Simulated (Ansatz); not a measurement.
# Abstraction of H: GaH2Cl + GeH3(CH2) → GaHCl + GeH3(CH3)

Species: GaH2Cl `[Cl][GaH2]`, singlet; GeH3(CH2), doublet; GaHCl `[Cl][GaH]`, doublet; GeH3(CH3) (methyl germane), singlet. A radical takes H: the energy is the difference in strength between the Ga–H bond broken and the C–H bond made.

Shapes, held fixed at every level: PBE0-D4/def2-TZVP. Programs: Ansatz 0.2.0. The zero-point and thermal change to 298 K, harmonic and unscaled (PBE0-D4/def2-TZVP), is +13.8 kJ/mol.

Task: Estimate ΔH(298 K) of this reaction.

Result: The highest level, CCSD(T)/def2-TZVPP, gives ΔH(298 K) = -91.0 kJ/mol; the levels span -108.2 to -88.0. The column of differences is taken from that level and isn't an error. No measured value is set beside it here. Open shells run unrestricted unless RO is named. Relativity is left out for Ga, Ge unless named. Correlated rows may include outer-core shells of Ga, Ge, which these sets cover unevenly. Times are processor times on shared x86 and Arm servers, and rough.

| level | kind | ΔH(298 K) (kJ/mol) | less CCSD(T)/def2-TZVPP | CPU time (sum over the molecules) |
| --- | --- | --- | --- | --- |
| PBE-D4/def2-TZVPP | GGA | -108.2 | -17.2 | 16 s |
| B3LYP-D4/def2-TZVPP | global hybrid | -100.4 | -9.4 | 24 s |
| r2SCAN0-D4/def2-TZVPP | global hybrid | -89.7 | +1.3 | 36 s |
| wB97M-V/def2-TZVPP | range-separated hybrid | -101.1 | -10.1 | 64 s |
| wB97X-V/def2-TZVPP | range-separated hybrid | -91.5 | -0.5 | 54 s |
| B2PLYP/def2-TZVPP | double hybrid | -98.3 | -7.3 | 29 s |
| CCSD/def2-SVP | coupled cluster or CI | -88.0 | +3.0 | – |
| CCSD(T)/def2-TZVPP | coupled cluster or CI | -91.0 | 0.0 | 4.1 min |
